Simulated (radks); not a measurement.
The numbers below are computed, except where a source is named.
Coulomb parameter of the 4f shell of the promethium ion Pm3+ in the model configuration [Xe] 4f2.5 6s1.5, as a second difference U = [E(n + 0.5) + E(n - 0.5) - 2 E(n)] / (0.5)^2 with all orbitals relaxed. "Bare": the charge of the atom changes with n. "Screened": the 6s shell takes up the change at fixed total charge, which measures U(4f,4f) + U(6s,6s) - 2 U(4f,6s). Level of theory: scalar-relativistic Kohn-Sham, LDA (Slater exchange, Perdew-Wang correlation), spin-unpolarised, spherical densities, finite nucleus; Fermi nuclear charge, rms radius 4.962 fm (a radial shooting solver on a logarithmic mesh with Libxc functionals).

case              configuration  E - E(n) (eV)
start          [Xe] 4f2.5 6s1.5          0.000
bare +0.5        [Xe] 4f3 6s1.5        -21.248
bare -0.5        [Xe] 4f2 6s1.5         26.289
screened +0.5      [Xe] 4f3 6s1         -9.927
screened -0.5      [Xe] 4f2 6s2         12.177

U(bare) = 20.165 eV, U(screened by 6s) = 9.000 eV, against the Slater integral F0(4f,4f) = 29.437 eV with frozen orbitals.
